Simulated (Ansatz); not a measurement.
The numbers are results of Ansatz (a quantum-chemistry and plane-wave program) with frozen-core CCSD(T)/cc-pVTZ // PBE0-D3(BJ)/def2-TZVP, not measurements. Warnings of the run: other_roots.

Ansatz 0.2 input:
```yaml
crystal:
  periodic: [false, false, false]
  atoms:
    - { symbol: O, position_ang: [0.004755, 1.580188, 0.14104] }
    - { symbol: S, position_ang: [-0.030304, 0.127635, 0.151007] }
    - { symbol: O, position_ang: [-0.342305, -0.158507, 1.540977] }
    - { symbol: O, position_ang: [-0.981756, -0.487891, -0.848674] }
    - { symbol: O, position_ang: [1.225141, -0.537192, -0.36412] }
    - { symbol: H, position_ang: [-1.916957, -0.217787, -0.744771] }
    - { symbol: H, position_ang: [2.041426, -0.306446, 0.12454] }
basis:
  gaussian: { orbitals: cc-pVTZ }
correlation:
  method: ccsd_t
total_charge: 1
magnetization:
  spin_polarized: true
  initial_magnetization: 1
```

Output:

```
Functional definition: HF
1103 factors; integrals over basis functions are off by at most 8.9e-4 eV
mean field evaluation 1: about -18983.3872 eV, gradient 4.3e1 eV
mean field evaluation 2: about -18983.4089 eV, gradient 4.3e1 eV
mean field evaluation 4: about -18989.5032 eV, gradient 3.6e0 eV
mean field evaluation 8: about -18989.6498 eV, gradient 3.1e-1 eV
mean field evaluation 16: about -18989.6530 eV, gradient 7.5e-3 eV
mean field evaluation 32: about -18989.6751 eV, gradient 1.3e-3 eV
mean field evaluation 64: about -18989.6526 eV, gradient 2.5e-1 eV
mean field evaluation 96: about -18988.7716 eV, gradient 1.1e0 eV
mean field evaluation 128: about -18988.8850 eV, gradient 3.4e-3 eV
mean field evaluation 160: about -18985.9196 eV, gradient 2.8e1 eV
mean field evaluation 192: about -18986.3189 eV, gradient 2.0e-2 eV
mean field evaluation 224: about -18988.7006 eV, gradient 4.5e-1 eV
mean field evaluation 256: about -18989.4633 eV, gradient 3.7e0 eV
mean field evaluation 288: about -18986.3189 eV, gradient 9.8e-4 eV
mean field -18989.67509082 eV, -697.8576879236 hartree, gradient 2.3e-6 eV, S^2 0.789165; 14 other end points of the search recorded, 0 dependent functions left out
determinant -18989.67509082 eV, -697.8576879236 hartree, with singles and doubles -19019.72860915 eV, -698.9621343511 hartree
determinant -18989.65295189 eV, -697.8568743329 hartree, with singles and doubles -19019.79387020 eV, -698.9645326504 hartree
determinant -18988.88503367 eV, -697.8286538587 hartree, with singles and doubles -19018.61141423 eV, -698.9210781951 hartree
determinant -18988.70251330 eV, -697.8219463588 hartree, with singles and doubles -19018.79097431 eV, -698.9276769063 hartree
determinant -18986.31891806 eV, -697.7343508497 hartree, with singles and doubles -19017.13297049 eV, -698.8667463896 hartree
determinant -18986.27445231 eV, -697.7327167632 hartree, with singles and doubles -19016.87224286 eV, -698.8571648260 hartree
determinant -18989.67509082 eV, -697.8576879236 hartree, with singles and doubles -19019.67840519 eV, -698.9602893896 hartree
determinant -18989.65295189 eV, -697.8568743329 hartree, with singles and doubles -19019.73823356 eV, -698.9624880416 hartree
determinant -18989.67509082 eV, -697.8576879236 hartree, with singles and doubles -19019.72679199 eV, -698.9620675716 hartree
determinant -18989.65295189 eV, -697.8568743329 hartree, with singles and doubles -19019.74726518 eV, -698.9628199478 hartree
9 core orbitals not correlated
reference -18989.65295189 eV, -697.8568743329 hartree; 16, 15 occupied and 157, 158 virtual orbitals, 1103 factors
second order -29.82386552 eV of doubles, -0.00000000 eV of singles
cycle   1  -29.05362212 eV  change    7.6e-1 eV  update   1.4e-1
cycle   2  -29.89421406 eV  change   -8.4e-1 eV  update   4.4e-2
cycle   3  -30.10431026 eV  change   -2.1e-1 eV  update   2.7e-2
cycle   4  -30.08942537 eV  change    1.5e-2 eV  update   9.5e-3
cycle   5  -30.08528135 eV  change    4.1e-3 eV  update   6.9e-3
cycle   6  -30.09147556 eV  change   -6.2e-3 eV  update   3.8e-3
cycle   7  -30.09378218 eV  change   -2.3e-3 eV  update   2.8e-3
cycle   8  -30.09423864 eV  change   -4.6e-4 eV  update   1.0e-3
cycle   9  -30.09447965 eV  change   -2.4e-4 eV  update   3.9e-4
cycle  10  -30.09413049 eV  change    3.5e-4 eV  update   1.9e-4
cycle  11  -30.09426980 eV  change   -1.4e-4 eV  update   9.7e-5
cycle  12  -30.09431031 eV  change   -4.1e-5 eV  update   4.0e-5
cycle  13  -30.09431371 eV  change   -3.4e-6 eV  update   1.8e-5
perturbative correction -1.32175235 eV, -0.0485735028 hartree
WARN: these amplitudes may be one of several solutions (largest doubles amplitude 0.05, level shift 0.01 eV)
Total energy: -19021.06901795 eV, -699.0113934660 hartree
```

Cost: very roughly 28 core-minutes.
